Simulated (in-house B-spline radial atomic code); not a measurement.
Ionising Kr⁵⁺ with different functionals

Computed with an all-electron radial atomic-structure program (B-spline basis): scalar-relativistic (spin-free X2C) Hamiltonian, Fermi nucleus of rms radius 4.1884 fm, spin-polarised at highest spin, spherical fractional occupations for the functionals, and exact exchange of hybrids averaged over the configuration. The ionisation energy is the difference of two self-consistent energies, [Ar] 3d10 4s2 4p1 → [Ar] 3d10 4s2, without Breit or QED terms; ε is the level of the shell that loses the electron (its least bound occupied spin orbital). There is no spin-orbit coupling in this Hamiltonian.

```
   method                    rung  ΔSCF (eV)  -ε(4p) (eV)
     PBE0           global hybrid      77.70        72.71
    B3LYP           global hybrid      77.95        72.49
    TPSSh           global hybrid      77.60        71.67
BHandHLYP           global hybrid      77.78        74.42
  r2SCAN0           global hybrid      77.70        72.89
    B97-1           global hybrid      77.56        72.28
    HSE06  range-separated hybrid      77.77        72.28
    wB97X  range-separated hybrid      77.66        75.20
CAM-B3LYP  range-separated hybrid      78.00        74.40
  LC-wPBE  range-separated hybrid      77.93        75.94
```

Among the functionals, which spreads more, the ΔSCF values or the orbital energies?

The orbital energies: ΔSCF values span about 0.43 eV and the orbital energies 4.27 eV; here energy differences depend much less on the functional than eigenvalues do.

How do they compare with the NIST value?

NIST lists 78.5 eV ± 0.2 (semi-empirical, ground level to ground level). Errors run from -0.93 to -0.49 eV; CAM-B3LYP is closest (-0.49 eV), though others lie within the uncertainty of it, and part of that can be cancellation, since the calculations leave out spin-orbit coupling, Breit-QED terms, multiplet and fine-structure energies.
